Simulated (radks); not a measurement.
The numbers below are computed, except where a source is named.
The mean radii <r> (bohr) of the occupied orbitals of an atom or ion are listed with their occupations. Code: a radial shooting solver on a logarithmic mesh with Libxc functionals. Model: Dirac Kohn-Sham, PBEsol, spin-unpolarised, spherical densities, point nucleus.

orbital  occ.      <r>
1s1/2       2  0.01605
2s1/2       2  0.06691
2p1/2       2  0.05488
2p3/2       4  0.06380
3s1/2       2   0.1740
3p1/2       2   0.1645
3p3/2       4   0.1807
3d3/2       4   0.1570
3d5/2       6   0.1619
4s1/2       2   0.3842
4p1/2       2   0.3854
4p3/2       4   0.4200
4d3/2       4   0.4247
4d5/2       6   0.4358
5s1/2       2   0.8540
4f5/2       6   0.4509
4f7/2       8   0.4572
5p1/2       2   0.9126
5p3/2       4    1.005
5d3/2       4    1.276
5d5/2       6    1.324
6s1/2       2    2.249
6p1/2       1    2.767

Name the element and its charge. Open shells, if any, fill j = l - 1/2 first.

Answer. Z = 82, lead, charge +1: Pb+ in [Hg] 6p1. The 1s radius gives Z: for a bare nucleus <r> = (2 gamma + 1)/(2Z) with gamma = sqrt(1 - (Z/c)^2), 0.01587 bohr for Z = 82, and screening makes it slightly larger (0.01605 here). The occupations add up to 81, and the charge is Z minus that.
